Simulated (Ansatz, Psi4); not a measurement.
## Predicting a hybrid from its neighbours: BBr2Cl

BBr2Cl has 4 atoms, charge 0, and is taken as a singlet. SMILES: `ClB(Br)Br`. The coordinates come from a PBE0-D4/def2-TZVP relaxation.

The HOMO–LUMO gap y, in eV, basis 6-31G(d); a is the functional's share of exact exchange. Programs: Ansatz 0.2.0, Psi4 1.11.

| functional | program | a | y (eV) |
| --- | --- | --- | --- |
| TPSS | Psi4 | 0 | 4.54 |
| r2SCAN | Psi4 | 0 | 4.88 |
| TPSSh | Psi4 | 0.1 | 5.38 |
| B3LYP | Psi4 | 0.2 | 6.07 |
| PBE0 | Psi4 | 0.25 | 6.49 |
| r2SCAN0 | Ansatz | 0.25 | ? |
| BHLYP | Psi4 | 0.5 | 8.70 |

Question: Fit y = c + s·a to the known rows and predict r2SCAN0.

Answer: 
1. Means of the 6 rows: a = 0.1750, y = 6.010.
2. Σ(Δa)² = 0.17875, Σ(Δa·Δy) = 1.414, so the slope is 1.414/0.17875 = 7.9105.
3. Intercept: 6.010 − (7.9105) × 0.1750 = 4.626. The largest residual of the fit is 0.25.
4. r2SCAN0: 4.626 + (7.9105) × 0.25 = 6.60 eV.

The run gave 6.84 eV, so the prediction is off by -0.24 eV, within the largest residual. Exact exchange lowers occupied levels and raises empty ones. The rows mix families of semi-local functionals, which the line can't see.
